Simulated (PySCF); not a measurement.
C5H9N, SMILES CC(C)=C=CN. Geometry optimised at ωB97X-D3(BJ)/def2-SVP. This is a generated structure with no PubChem entry under its InChIKey; it may be hypothetical. One conformer was computed; it need not be the lowest.

Computed with ωB97X-D3(BJ)/def2-SVP (PySCF).

Harmonic wavenumbers (cm⁻¹): 118, 137, 154, 196, 249, 339, 358, 423, 563, 603, 700, 757, 872, 961, 982, 999, 1095, 1123, 1217, 1243, 1296, 1400, 1404, 1456, 1462, 1463, 1473, 1549, 1639, 2124, 3051, 3054, 3129, 3130, 3174, 3180, 3182, 3585, 3686. Rotational constants (GHz): 7.108, 1.808, 1.573; symmetry number 1.

Problem. Work out the zero-point energy and the ideal-gas rigid-rotor harmonic-oscillator thermochemistry at 298.15 K and 1 atm.

Solution. ZPE = ½ Σ hcν = ½ × 57526 cm⁻¹ = 344.08 kJ/mol. H − E(el) = 366.94 kJ/mol. Entropy in J/(mol K): translation 163.88, rotation 113.66, vibration 75.47, total 353.01. G − E(el) = 261.69 kJ/mol. Cp = 121.53 J/(mol K). Modes under 150 cm⁻¹ make the vibrational entropy uncertain.
